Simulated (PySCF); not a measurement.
Ionisation energy of Cl(2+) by level of theory

Cl(2+) [Ne] 3s2 3p3 (4S) → Cl(3+) [Ne] 3s2 3p2 (3P), as a difference of total energies. Computed with PySCF 2.14 in def2-SVP (4s3p1d, 18 functions), with the non-relativistic Hamiltonian (point nucleus). Correlated levels: valence: [Ne] frozen. The calculations carry no spin-orbit coupling.

```csv
method,ionisation energy (eV)
UHF,38.927
BP86,39.578
M06-2X,39.420
MP2 (valence),39.355
SCS-MP2 (valence),39.191
CCSD (valence),39.265
CCSD(T) (valence),39.266
```

**Question.** How much does correlation contribute at CCSD(T) (valence)?

**Answer.** 39.266 − (38.927) = 0.339 eV, measured against UHF.

The reference lies between the lowest fine-structure levels, while these numbers refer to the centres of the terms.

Errors of the correlated levels include the incompleteness of this basis and the frozen core.

For comparison: 39.8 ± 0.11 eV (semi-empirical (NIST evaluation); NIST Atomic Spectra Database, ionization energies).
